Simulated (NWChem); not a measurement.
System meant: SnH$_{2}$S$_{2}$F$_{2}$; SMILES [F][Sn]([F])([SH])[SH]

NWChem input:

```
start job
memory heap 200 mb stack 900 mb global 1100 mb
geometry units angstroms noautoz
  F     -0.341453    -1.459505    -1.515380
  Sn     0.000000     0.000000    -0.300727
  F      0.341453     1.459505    -1.515380
  S      2.017585    -0.244226     0.940560
  S     -2.017585     0.244226     0.940560
  H      2.673882     0.517415     0.033404
  H     -2.673882    -0.517415     0.033404
end
basis spherical
  * library def2-svp
end
ecp
  Sn library def2-ecp
end
dft
  xc b3lyp
  iterations 4
  mulliken
end
task dft energy
```

End of the output:

```
    Atom       Charge   Shell Charges
 -----------   ------   -------------------------------------------------------
    1 F    9     9.31   1.98  1.04  0.81  3.20  2.28  0.00
    2 Sn  22    21.51   1.17  0.76  0.76  0.37  3.01  2.84  1.20  0.72  9.50  1.17
    3 F    9     9.31   1.98  1.04  0.81  3.20  2.28  0.00
    4 S   16    15.95   2.00  1.95  1.01  0.68  5.81  1.87  2.59  0.05
    5 S   16    15.95   2.00  1.95  1.01  0.68  5.81  1.87  2.59  0.05
    6 H    1     0.99   0.61  0.30  0.08
    7 H    1     0.99   0.61  0.30  0.08

 center of mass
 --------------
 x =   0.00000000 y =   0.00000000 z =  -0.05452452

 moments of inertia (a.u.)
 ------------------
         837.170783339872           0.000000000000           0.000000000000
           0.000000000000        1532.913394337660           0.000000000000
           0.000000000000           0.000000000000        1301.396277603549

     Multipole analysis of the density
     ---------------------------------

     L   x y z        total         alpha         beta         nuclear
     -   - - -        -----         -----         ----         -------
     0   0 0 0     -0.000000    -37.000000    -37.000000     74.000000

     1   1 0 0     -0.000000     -0.000000     -0.000000      0.000000
     1   0 1 0     -0.000000     -0.000000     -0.000000      0.000000
     1   0 0 1      0.668696     -4.470738     -4.470738      9.610171

     2   2 0 0    -39.938198   -282.077775   -282.077775    524.217353
     2   1 1 0      2.175280     -1.245120     -1.245120      4.665520
     2   1 0 1      0.000000      0.000000      0.000000      0.000000
     2   0 2 0    -48.860084    -97.011502    -97.011502    145.162921
     2   0 1 1     -0.000000     -0.000000     -0.000000      0.000000
     2   0 0 2    -49.454897   -152.923630   -152.923630    256.392363

 ------------------------------------------------------------------------
 dft energy failed                                                                                  0
 ------------------------------------------------------------------------
 ------------------------------------------------------------------------
  current input line :
    23: task dft energy
 ------------------------------------------------------------------------
 ------------------------------------------------------------------------
 This type of error is most commonly associated with calculations not reaching convergence criteria
 ------------------------------------------------------------------------
 For more information see the NWChem manual at https://nwchemgit.github.io

0:dft energy failed:Received an Error in Communication
```

Problem. Find the fault in this run and fix the input.

Solution. The run did not converge; its last values are not results. Cause: the SCF was allowed too few iterations. This input runs:
```
start job
memory heap 200 mb stack 900 mb global 1100 mb
geometry units angstroms noautoz
  F     -0.341453    -1.459505    -1.515380
  Sn     0.000000     0.000000    -0.300727
  F      0.341453     1.459505    -1.515380
  S      2.017585    -0.244226     0.940560
  S     -2.017585     0.244226     0.940560
  H      2.673882     0.517415     0.033404
  H     -2.673882    -0.517415     0.033404
end
basis spherical
  F library def2-svp
  Sn library def2-svp
  S library def2-svp
  H library def2-svp
end
ecp
  Sn library def2-ecp
end
dft
  xc b3lyp
  iterations 150
  mulliken
end
task dft energy
```
It converges to -1211.36772 Ha (B3LYP/def2-SVP with def2 effective core potentials on Sn).
